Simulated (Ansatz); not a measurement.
**Two structures, one formula**

Two relaxed structures of CH2SeSi, closed shell (PBE0-D4/def2-TZVP; forces vanish, vibrations not checked).

A:

```xyz
5
angstrom
Si 0.4051 1.1335 -0.5417
C -0.6136 -0.2112 0.1899
Se -0.0810 -1.2953 -1.1278
H -1.2976 -0.5127 0.9776
H 1.5301 0.8927 0.4631
```

B:

```
5
angstrom
Si -0.0048 -1.2543 -1.1853
C -0.6780 -0.4332 0.1577
Se 0.3879 1.0806 -0.4129
H -1.3177 -0.3229 1.0196
H 1.6127 0.9297 0.4208
```

Computed with Ansatz 0.2.0 (basis: def2-TZVPP); correlated methods freeze the cores. Filled d shells of the heavier atoms are correlated. The def2 sets are not built for correlating such inner shells, so the correlated values are less sure here. B3LYP uses VWN-RPA correlation.

**Question.** Which structure is lower at CCSD(T), and by how much? (To be estimated.)

**Answer.** The calculation gives: B, by 7.90 kcal/mol (electronic energy, against the other). By their contacts, A is CH₂SeSi ([CH]1[SiH][Se]1) and B is CH₂SeSi ([CH]1[Si][SeH]1).

All methods give the same order:

```tsv
method	E(B) − E(A) (kcal/mol)
PBE-D4	-5.30
r2SCAN-D4	-5.54
PBE0-D4	-7.74
B3LYP-D4	-5.77
wB97M-V	-9.52
HF	-7.38
MP2	-10.53
CCSD	-8.72
CCSD(T)	-7.90
```

The T1 diagnostic stays at or below 0.023. The restricted Hartree–Fock reference is unstable towards an unrestricted one at one or more of these structures.

Labels in which every atom is bracketed show which atoms are joined, not bond orders.

For scale, one of the runs: CCSD(T)/def2-TZVPP, 149 basis functions, launched by `ansatz run in.yaml --threads 2 --pin off --events-out ev --progress --plain --max-ram 4352MiB`. Time: 120 s of wall clock on 2 CPU threads of an AMD EPYC 7571; the host was shared. Peak host memory: 0.93 GiB.
